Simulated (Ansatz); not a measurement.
Ansatz (an electronic-structure program) input for C₃H₁₃NSi₂, SMILES CNC(C)([SiH3])[SiH3], r2SCAN-D4/def2-SVP. 

Ansatz 0.2 input:
```yaml
crystal:
  periodic: [false, false, false]
  atoms:
    - {symbol: C, position_ang: [1.90160788, 1.23644772, -0.80167522]}
    - {symbol: N, position_ang: [1.11426805, 0.02138502, -0.84158720]}
    - {symbol: C, position_ang: [0.09684794, -0.15964002, 0.19726825]}
    - {symbol: C, position_ang: [0.70328076, -0.37517424, 1.59120378]}
    - {symbol: Si, position_ang: [-1.10645888, 1.32922569, 0.24342772]}
    - {symbol: Si, position_ang: [-0.83695106, -1.73357358, -0.37779880]}
    - {symbol: H, position_ang: [2.44491663, 1.39237943, 0.14130229]}
    - {symbol: H, position_ang: [2.62995999, 1.20054033, -1.61217686]}
    - {symbol: H, position_ang: [1.24775375, 2.09244757, -0.96659230]}
    - {symbol: H, position_ang: [1.74733604, -0.77432358, -0.82285256]}
    - {symbol: H, position_ang: [1.23805696, 0.50936631, 1.93786744]}
    - {symbol: H, position_ang: [1.40330998, -1.21315037, 1.58353787]}
    - {symbol: H, position_ang: [-0.08003125, -0.59522587, 2.31340304]}
    - {symbol: H, position_ang: [-1.50259594, 1.69868651, -1.11316953]}
    - {symbol: H, position_ang: [-2.27939539, 0.94560938, 1.03350664]}
    - {symbol: H, position_ang: [-0.49275442, 2.48393073, 0.91264100]}
    - {symbol: H, position_ang: [-1.90245193, -2.07069761, 0.56977383]}
    - {symbol: H, position_ang: [-1.37321270, -1.51798673, -1.71685035]}
    - {symbol: H, position_ang: [0.11655168, -2.85020142, -0.40886569]}
basis:
  gaussian:
    orbitals: def2-SVP
hamiltonian:
  xc: r2scan
  dispersion: d4
relax: {f_tol: 0.002, max_steps: 200}
```

Output:

```
WARN ansatz: RAYON_NUM_THREADS=2 ignored (pool sized by the plan → 2); use --threads N
Functional definition: r2SCAN
integrals: 0.13 GiB planned
1792 factors; their error is unknown
mean field: 0.68 GiB planned
mean field evaluation 1: about -20544.6503 eV, gradient 6.3e1 eV
mean field evaluation 2: about -20527.1708 eV, gradient 1.0e2 eV
mean field evaluation 4: about -20554.6214 eV, gradient 6.5e0 eV
mean field evaluation 8: about -20554.7134 eV, gradient 4.1e-1 eV
mean field evaluation 16: about -20554.5919 eV, gradient 3.2e-3 eV
mean field -20554.59186834 eV, -755.3673187588 hartree, gradient 5.7e-5 eV, S^2 0.000000; 0 other end points of the search recorded, 0 dependent functions left out
the calculation of the forces begins
reference -20554.59188110 eV, -755.3673192278 hartree; 33, 33 occupied and 124, 124 virtual orbitals, 1792 factors
relax step   1: F+E_penalty+E_count = -20554.72905467 eV  Δ(F+E_penalty+E_count) = +0.000e0 eV  max|allowed force component| = 7.585e-1 eV/Å  Δτ_max = 0.0000 Å  (30 SCF iters, accepted)
these checks for a lower state are left out or cut short: starts, cluster_reference, orbital_swaps, neighbouring_geometries, increment
integrals: 0.13 GiB planned
1792 factors; their error is unknown
mean field: 0.68 GiB planned
mean field -20554.68639925 eV, -755.3707927056 hartree, gradient 1.9e-5 eV, S^2 0.000000; 0 other end points of the search recorded, 0 dependent functions left out
the calculation of the forces begins
reference -20554.68641210 eV, -755.3707931779 hartree; 33, 33 occupied and 124, 124 virtual orbitals, 1792 factors
relax step   2: F+E_penalty+E_count = -20554.82310456 eV  Δ(F+E_penalty+E_count) = -9.405e-2 eV  max|allowed force component| = 2.291e-1 eV/Å  Δτ_max = 0.0699 Å  (29 SCF iters, accepted)
these checks for a lower state are left out or cut short: starts, cluster_reference, orbital_swaps, neighbouring_geometries, increment
integrals: 0.13 GiB planned
1792 factors; their error is unknown
mean field: 0.68 GiB planned
mean field evaluation 32: about -20554.6989 eV, gradient 2.7e-3 eV
mean field -20554.69890025 eV, -755.3712521088 hartree, gradient 1.9e-5 eV, S^2 0.000000; 0 other end points of the search recorded, 0 dependent functions left out
the calculation of the forces begins
reference -20554.69891313 eV, -755.3712525823 hartree; 33, 33 occupied and 124, 124 virtual orbitals, 1792 factors
relax step   3: F+E_penalty+E_count = -20554.83554020 eV  Δ(F+E_penalty+E_count) = -1.244e-2 eV  max|allowed force component| = 5.754e-2 eV/Å  Δτ_max = 0.0518 Å  (30 SCF iters, accepted)
these checks for a lower state are left out or cut short: starts, cluster_reference, orbital_swaps, neighbouring_geometries, increment
integrals: 0.13 GiB planned
1792 factors; their error is unknown
mean field: 0.68 GiB planned
mean field -20554.70424924 eV, -755.3714486807 hartree, gradient 1.9e-5 eV, S^2 0.000000; 0 other end points of the search recorded, 0 dependent functions left out
the calculation of the forces begins
reference -20554.70426209 eV, -755.3714491528 hartree; 33, 33 occupied and 124, 124 virtual orbitals, 1792 factors
relax step   4: F+E_penalty+E_count = -20554.84101838 eV  Δ(F+E_penalty+E_count) = -5.478e-3 eV  max|allowed force component| = 3.680e-2 eV/Å  Δτ_max = 0.0856 Å  (28 SCF iters, accepted)
these checks for a lower state are left out or cut short: starts, cluster_reference, orbital_swaps, neighbouring_geometries, increment
integrals: 0.13 GiB planned
1792 factors; their error is unknown
mean field: 0.68 GiB planned
mean field -20554.70715274 eV, -755.3715553823 hartree, gradient 1.9e-5 eV, S^2 0.000000; 0 other end points of the search recorded, 0 dependent functions left out
the calculation of the forces begins
reference -20554.70716559 eV, -755.3715558545 hartree; 33, 33 occupied and 124, 124 virtual orbitals, 1792 factors
relax step   5: F+E_penalty+E_count = -20554.84391751 eV  Δ(F+E_penalty+E_count) = -2.899e-3 eV  max|allowed force component| = 4.369e-2 eV/Å  Δτ_max = 0.0818 Å  (29 SCF iters, accepted)
these checks for a lower state are left out or cut short: starts, cluster_reference, orbital_swaps, neighbouring_geometries, increment
integrals: 0.13 GiB planned
1792 factors; their error is unknown
mean field: 0.68 GiB planned
mean field -20554.70769576 eV, -755.3715753378 hartree, gradient 1.9e-5 eV, S^2 0.000000; 0 other end points of the search recorded, 0 dependent functions left out
the calculation of the forces begins
reference -20554.70770861 eV, -755.3715758103 hartree; 33, 33 occupied and 124, 124 virtual orbitals, 1792 factors
relax step   6: F+E_penalty+E_count = -20554.84441892 eV  Δ(F+E_penalty+E_count) = -5.014e-4 eV  max|allowed force component| = 5.199e-2 eV/Å  Δτ_max = 0.0327 Å  (29 SCF iters, accepted)
these checks for a lower state are left out or cut short: starts, cluster_reference, orbital_swaps, neighbouring_geometries, increment
integrals: 0.13 GiB planned
1792 factors; their error is unknown
mean field: 0.68 GiB planned
mean field -20554.70813596 eV, -755.3715915148 hartree, gradient 1.9e-5 eV, S^2 0.000000; 0 other end points of the search recorded, 0 dependent functions left out
the calculation of the forces begins
reference -20554.70814881 eV, -755.3715919872 hartree; 33, 33 occupied and 124, 124 virtual orbitals, 1792 factors
relax step   7: F+E_penalty+E_count = -20554.84488307 eV  Δ(F+E_penalty+E_count) = -4.641e-4 eV  max|allowed force component| = 1.330e-2 eV/Å  Δτ_max = 0.0114 Å  (30 SCF iters, accepted)
these checks for a lower state are left out or cut short: starts, cluster_reference, orbital_swaps, neighbouring_geometries, increment
integrals: 0.13 GiB planned
1792 factors; their error is unknown
mean field: 0.68 GiB planned
mean field evaluation 64: about -20554.8334 eV, gradient 4.0e-4 eV
mean field -20554.70819084 eV, -755.3715935319 hartree, gradient 1.9e-5 eV, S^2 0.000000; 0 other end points of the search recorded, 0 dependent functions left out
the calculation of the forces begins
reference -20554.70820370 eV, -755.3715940043 hartree; 33, 33 occupied and 124, 124 virtual orbitals, 1792 factors
relax step   8: F+E_penalty+E_count = -20554.84494619 eV  Δ(F+E_penalty+E_count) = -6.312e-5 eV  max|allowed force component| = 5.592e-3 eV/Å  Δτ_max = 0.0046 Å  (31 SCF iters, accepted)
these checks for a lower state are left out or cut short: starts, cluster_reference, orbital_swaps, neighbouring_geometries, increment
integrals: 0.13 GiB planned
1792 factors; their error is unknown
mean field: 0.68 GiB planned
mean field -20554.70821017 eV, -755.3715942422 hartree, gradient 1.5e-5 eV, S^2 0.000000; 0 other end points of the search recorded, 0 dependent functions left out
the calculation of the forces begins
reference -20554.70822303 eV, -755.3715947146 hartree; 33, 33 occupied and 124, 124 virtual orbitals, 1792 factors
relax step   9: F+E_penalty+E_count = -20554.84496183 eV  Δ(F+E_penalty+E_count) = -1.564e-5 eV  max|allowed force component| = 3.617e-3 eV/Å  Δτ_max = 0.0039 Å  (23 SCF iters, accepted)
these checks for a lower state are left out or cut short: starts, cluster_reference, orbital_swaps, neighbouring_geometries, increment
integrals: 0.13 GiB planned
1792 factors; their error is unknown
mean field: 0.68 GiB planned
mean field -20554.70821513 eV, -755.3715944242 hartree, gradient 1.2e-5 eV, S^2 0.000000; 0 other end points of the search recorded, 0 dependent functions left out
the calculation of the forces begins
reference -20554.70822798 eV, -755.3715948966 hartree; 33, 33 occupied and 124, 124 virtual orbitals, 1792 factors
relax step  10: F+E_penalty+E_count = -20554.84496796 eV  Δ(F+E_penalty+E_count) = -6.125e-6 eV  max|allowed force component| = 1.793e-3 eV/Å  Δτ_max = 0.0040 Å  (23 SCF iters, accepted)
integrals: 0.13 GiB planned
1792 factors; their error is unknown
mean field: 0.68 GiB planned
mean field evaluation 96: about -20554.7082 eV, gradient 2.8e-2 eV
mean field -20554.70821513 eV, -755.3715944242 hartree, gradient 1.3e-5 eV, S^2 0.000000; 1 other end points of the search recorded, 0 dependent functions left out
the calculation of the forces begins
reference -20554.70822798 eV, -755.3715948966 hartree; 33, 33 occupied and 124, 124 virtual orbitals, 1792 factors
Total energy: -20554.84498081 eV, -755.3766204704 hartree
Atom 0 at     1.927214     1.233827    -0.807048 Å, force     0.000886     0.000840     0.000884 eV/Å
Atom 1 at     1.153239     0.005630    -0.831094 Å, force     0.000355     0.000105    -0.000360 eV/Å
Atom 2 at     0.129113    -0.166373     0.210708 Å, force     0.001000    -0.001552    -0.000275 eV/Å
Atom 3 at     0.689024    -0.373109     1.636275 Å, force    -0.000527    -0.000256    -0.000791 eV/Å
Atom 4 at    -1.103234     1.295156     0.210713 Å, force    -0.000922     0.000015    -0.000542 eV/Å
Atom 5 at    -0.846156    -1.698461    -0.376318 Å, force    -0.000462     0.000806     0.001793 eV/Å
Atom 6 at     2.429634     1.459229     0.158421 Å, force     0.000055     0.000150    -0.000410 eV/Å
Atom 7 at     2.703797     1.186227    -1.585849 Å, force     0.000349     0.000220    -0.000387 eV/Å
Atom 8 at     1.283606     2.095956    -1.052833 Å, force    -0.000042    -0.000459     0.000425 eV/Å
Atom 9 at     1.783918    -0.798033    -0.818795 Å, force    -0.000546    -0.000063     0.000315 eV/Å
Atom 10 at     1.296721     0.487479     1.964707 Å, force     0.000124     0.000823    -0.000211 eV/Å
Atom 11 at     1.332595    -1.270989     1.681316 Å, force     0.000054    -0.000459    -0.000599 eV/Å
Atom 12 at    -0.113999    -0.507752     2.380277 Å, force    -0.000410    -0.000095     0.000221 eV/Å
Atom 13 at    -1.499170     1.665196    -1.180122 Å, force     0.000114     0.000124     0.000433 eV/Å
Atom 14 at    -2.318908     0.880907     0.977516 Å, force     0.000067     0.000400     0.000038 eV/Å
Atom 15 at    -0.523874     2.495192     0.893392 Å, force    -0.000179     0.000025     0.000222 eV/Å
Atom 16 at    -1.781876    -2.191181     0.682653 Å, force     0.000377    -0.000018     0.000009 eV/Å
Atom 17 at    -1.621234    -1.398928    -1.615377 Å, force    -0.000010    -0.000752    -0.000613 eV/Å
Atom 18 at     0.149626    -2.779928    -0.666177 Å, force    -0.000283     0.000146    -0.000155 eV/Å
Dipole moment:     0.314702     0.023046     0.143762 e Å
```

The calculation finished and met its thresholds.
